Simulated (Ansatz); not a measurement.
Tuning the range parameter of LC-ωPBE so that −HOMO meets the ionisation energy; basis def2-SVP, Ansatz. System: Si₁₇H₂₅, a doped nanocrystal cut from the lattice of silicon (interstitial H). The state is a doublet with charge 0. Geometry: PBE-D4/def2-SVP. The ionised state is a singlet, and HOMO is the level of the spin that leaves.

Geometry of the doublet:

```xyz
42

Si   -0.787    4.169    1.282
Si    2.648    1.546    1.069
Si   -1.907   -3.431    0.862
Si    1.779   -2.162    0.855
Si   -1.042    0.200    0.982
Si    0.235    2.293   -1.970
Si   -0.534   -1.527   -2.261
Si    3.088   -0.236   -2.243
Si   -1.940    2.222    1.939
Si   -2.596   -1.391    1.813
Si    1.151   -0.107    1.819
Si   -0.612    4.292   -1.064
Si    2.425    1.801   -1.260
Si    0.309   -3.872    1.550
Si   -1.970   -3.236   -1.492
Si    1.663   -1.959   -1.500
Si   -1.210    0.540   -1.362
H    -1.521    5.386    1.791
H     0.587    4.165    1.897
H     4.049    1.054    1.345
H     2.456    2.852    1.795
H    -2.793   -4.586    1.280
H     3.201   -2.529    1.228
H     0.258    2.399   -3.479
H    -0.525   -1.500   -3.776
H     4.515   -0.536   -1.854
H     3.016   -0.124   -3.746
H    -1.936    2.070    3.441
H    -3.374    2.307    1.477
H    -2.550   -1.404    3.322
H    -3.987   -0.989    1.387
H     1.105   -0.168    3.329
H     0.245    5.469   -1.459
H    -1.997    4.513   -1.622
H     3.339    2.911   -1.725
H     0.358   -4.010    3.053
H     0.757   -5.184    0.952
H    -1.539   -4.550   -2.100
H    -3.384   -2.963   -1.944
H     2.120   -3.270   -2.102
H    -2.641    0.897   -1.696
H    -0.459   -1.354    0.188
```

Single mean-field runs in def2-SVP are fitted with def2-universal-jkfit.

| ω (1/bohr) | HOMO (eV) | LUMO (eV) | vertical IE (eV) | HOMO + IE (eV) |
| --- | --- | --- | --- | --- |
| 0.1 | -6.52 | -3.07 | 6.98 | 0.46 |
| 0.15 | -7.03 | -2.69 | 7.09 | 0.07 |
| 0.3 | -8.05 | -2.11 | 7.48 | -0.57 |

Estimate the row for 0.2 bohr⁻¹.


```json
{"ω (1/bohr)": "0.2", "HOMO (eV)": "-7.43", "LUMO (eV)": "-2.42", "vertical IE (eV)": "7.22", "HOMO + IE (eV)": "-0.21"}
```

Where does the tuning condition hold?

Near ω = 0.16 bohr⁻¹, by linear interpolation.
